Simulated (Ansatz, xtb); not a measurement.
## C5H9FO: which of two isomers lies lower

Structure I is `O[C@@H]1CC[C@@H](F)C1`, a singlet and structure II is `O[C@@H]1CCC[C@H]1F`, a singlet. Both are isolated molecules in the gas phase, relaxed with B3LYP/def2-SVP, each in the lowest conformer that the search found.

Quicker runs give these differences E(II) − E(I): GFN2-xTB +0.3 kcal/mol; HF/STO-3G +0.1 kcal/mol (at GFN2-xTB geometries); r2SCAN-D4/def2-SVP +2.9 kcal/mol (at GFN2-xTB geometries).

**Question.** Estimate E(II) − E(I) at the level CCSD(T)/def2-SVP + ΔMP2/def2-TZVPP.

**Answer.** Calculated at CCSD(T)/def2-SVP + ΔMP2/def2-TZVPP: E(II) − E(I) = +2.1 kcal/mol, so structure I lies lower.

The same difference at several levels:

| level | geometry | E(II) − E(I) (kcal/mol) | departure from the last row (kcal/mol) | job, with rough time for the two |
| --- | --- | --- | --- | --- |
| GFN2-xTB | GFN2-xTB | +0.3 | −1.8 | optimisation, 0.63 s |
| HF/STO-3G | GFN2-xTB | +0.1 | −2.0 | single point, 1.8 s |
| r2SCAN-D4/def2-SVP | GFN2-xTB | +2.9 | +0.8 | single point, 10 s |
| B3LYP/def2-SVP | B3LYP/def2-SVP | +0.9 | −1.1 | optimisation, 4.9 min |
| HF/def2-SVP | B3LYP/def2-SVP | +1.0 | −1.1 | part of the CCSD(T) run |
| MP2/def2-SVP | B3LYP/def2-SVP | +1.9 | −0.1 | part of the CCSD(T) run |
| CCSD(T)/def2-SVP | B3LYP/def2-SVP | +1.8 | −0.3 | single point |
| CCSD(T)/def2-SVP + ΔMP2/def2-TZVPP | B3LYP/def2-SVP | +2.1 |  | single point, 4.3 min |

As drawn, both hold the same kinds of bond in the same numbers.

GFN2-xTB, HF/STO-3G find them nearly level. The largest departure from CCSD(T)/def2-SVP + ΔMP2/def2-TZVPP is that of HF/STO-3G, 2.0 kcal/mol. The last row adds to CCSD(T) the change of the MP2 difference between the two basis sets, here +0.3 kcal/mol.

With thermal terms from frequencies at re-optimised GFN2-xTB minima (ideal gas, soft modes damped towards free rotors, one conformer each, 298.15 K, 1 atm): on the last row, ΔE + ΔZPE = +2.2, ΔH = +2.2, ΔG = +2.3 kcal/mol.

The correlated steps freeze 7 core orbitals. Codes used: Ansatz 0.2.0, xtb 6.7.1; the last row on 2 threads of Intel(R) Xeon(R) Processor @ 2.50GHz (Skylake/Cascade Lake) on a shared host.
